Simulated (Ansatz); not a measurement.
A nudged elastic band was laid between two geometries of CH₈OSSi₂ (13 atoms, charge 0, multiplicity 1).

Level of theory: Ansatz 0.2.0, RKS PBE0-D4/def2-SVP.

```yaml
movable_images: 5
climbing_image: yes
spring: 5.0 eV/Å²
optimiser: quadratic models (default)
start_path: through a guess of the saddle point
force_threshold: 0.05 eV/Å
iteration_limit: 60
end_points: relaxed
```

Initial state:

```xyz
13
Properties=species:S:1:pos:R:3
Si -2.211 0.168 -0.480
O -0.686 -0.026 0.179
C 0.460 -0.258 -0.618
Si 1.933 -0.421 0.567
S 1.917 1.317 1.822
H -2.601 -1.051 -1.255
H -2.236 1.347 -1.402
H -3.136 0.380 0.665
H 0.640 0.576 -1.323
H 0.353 -1.180 -1.224
H 3.225 -0.437 -0.182
H 1.795 -1.692 1.339
H 0.568 1.245 1.926
```

Final state:

```xyz
13
Properties=species:S:1:pos:R:3
Si -2.068 0.185 -0.282
O -0.423 0.121 0.042
C 0.534 -0.214 -0.967
Si 2.304 -0.748 -0.306
S 2.030 1.053 1.391
H -2.552 -1.148 -0.753
H -2.361 1.208 -1.332
H -2.721 0.559 1.004
H 0.608 0.616 -1.694
H 0.193 -1.102 -1.539
H 2.102 0.275 2.492
H 1.704 -1.692 0.747
H 0.671 0.852 1.211
```

Question: Which bonds break or form, and what moves?

Answer: Bonds broken: Si4–H11. Bonds formed: S5–H11.

Question: What energy profile does the band end with?

Answer: It converged. The highest image is number 3 of 0 to 6, 64.1 kcal/mol above the first end and 15.2 kcal/mol above the last; the last end lies 48.9 kcal/mol above the first. Neighbouring images differ by up to 2.7 eV, so the band resolves the path poorly. A vibrational analysis at the climbing image gives one clearly imaginary mode, 697i cm⁻¹: a first-order saddle point. The orbitals stay closed-shell, which can raise the energy where a bond breaks towards radicals; this wasn't checked here.

```csv
image,path coordinate (Å),energy (kcal/mol),Si4–H11 (Å),S5–H11 (Å)
0,0.00,0.0,1.49,2.97
1,1.41,1.8,1.49,2.95
2,2.81,2.4,1.49,2.96
3,4.22,64.1,1.73,1.56
4,5.71,52.5,2.99,1.35
5,7.20,50.4,3.01,1.35
6,8.70,48.9,2.99,1.35
```

Question: What is the geometry of the highest image?

Answer: 
```xyz
13
Properties=species:S:1:pos:R:3
Si -2.305 0.158 -0.623
O -0.806 -0.137 0.043
C 0.335 -0.407 -0.730
Si 1.892 -0.806 0.313
S 1.777 1.373 1.537
H -2.781 -1.027 -1.406
H -2.254 1.336 -1.546
H -3.229 0.431 0.510
H 0.578 0.435 -1.412
H 0.183 -1.287 -1.392
H 2.811 0.618 0.641
H 1.370 -1.631 1.466
H 2.450 0.910 2.613
```

The band took 25 iterations and roughly 28 core-minutes.

Run time: 14 min on 2 threads of Arm Neoverse N1, on a shared host, peak memory 0.33 GiB.
